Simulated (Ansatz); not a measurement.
In(OCMe2)H3 (C3H9InO), relaxed as a singlet with RKS r2SCAN-D4/def2-SVP in Ansatz, starting from the GFN2-xTB geometry. Force threshold 0.02 eV/Å.

In the def2 sets In takes a core potential; there is no spin–orbit coupling.

Start:

Cartesian coordinates in Å:
```
In -1.1004 -2.0798 -0.9954
O 0.1706 -0.9490 0.5385
C 0.3700 0.2544 0.4730
C 1.2846 0.9307 1.4475
C -0.2699 1.1077 -0.5622
H 2.0846 1.4338 0.9070
H 0.7306 1.6888 1.9987
H 1.7080 0.2097 2.1425
H -1.3539 0.9860 -0.4846
H 0.0021 0.7071 -1.5436
H 0.0080 2.1539 -0.4807
H -0.1321 -1.6088 -2.3164
H -2.5253 -1.1866 -0.7353
H -0.9767 -3.6477 -0.3890
```

(1) Estimate the energy that the relaxation releases and the steps that it takes.

(2) Does the start keep its bonding and symmetry?

(3) Predict the relaxed structure.

## Answers

(1) 8.8 kJ/mol, in 7 steps; 28 s on 2 threads of AMD EPYC 7R13 on a shared host. No frequencies were taken in this run, so the end may be a saddle point.

(2) By distances, no bond broke or formed. The bond that changes most is In1–O2, from 2.29 to 2.36 Å (atoms count from 1).

(3) 
```csv
atom,x (Å),y (Å),z (Å)
In1,-1.1439,-2.1757,-1.0195
O2,0.1837,-0.9154,0.4721
C3,0.3881,0.2968,0.4576
C4,1.2905,0.9165,1.4794
C5,-0.2473,1.1823,-0.5723
H6,2.1192,1.4372,0.9704
H7,0.7395,1.6897,2.0407
H8,1.6834,0.1551,2.1644
H9,-1.3412,1.0448,-0.5342
H10,0.0626,0.8368,-1.5735
H11,0.0060,2.2431,-0.4474
H12,-0.2253,-1.7248,-2.4337
H13,-2.6084,-1.2698,-0.7296
H14,-0.9071,-3.7167,-0.2743
```
Bond lengths: 2 × C–C 1.50 Å; 1 × In–O 2.36 Å; 1 × C–O 1.23 Å; 6 × C–H 1.10 Å; 3 × H–In 1.73 to 1.75 Å.
